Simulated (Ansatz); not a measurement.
Basis-set extrapolation for CH7FSi2 (`C[SiH2][SiH2]F`) (PBE0-D4/def2-TZVP geometry, frozen core, Ansatz 0.2.0). Multiplicity 1, RHF reference.

|  | def2-TZVPP | def2-QZVPP |
| --- | --- | --- |
| HF | -719.397551 | -719.422695 |
| MP2 correlation | -0.679296 | -0.733957 |
| CCSD(T) correlation | -0.754806 | not run |

Energies in hartree. Use E(X) = E(∞) + A·exp(−7.88·√X) for Hartree–Fock and E(X) = E(∞) + B·X^(−2.97) for correlation, with X = 3 and 4, and add CCSD(T) minus MP2 of the smaller set to the MP2 limit.

Question: What is the CCSD(T) energy at the basis-set limit?

Answer: HF limit: -719.422695 + (-0.025144) × 0.13774 = -719.42616. MP2 limit: -0.733957 + (-0.054661) × 0.74074 = -0.77445. Higher-order term: -0.754806 − (-0.679296) = -0.07551. Total: -720.27612 hartree, 324.9 kJ/mol below CCSD(T)/def2-TZVPP.
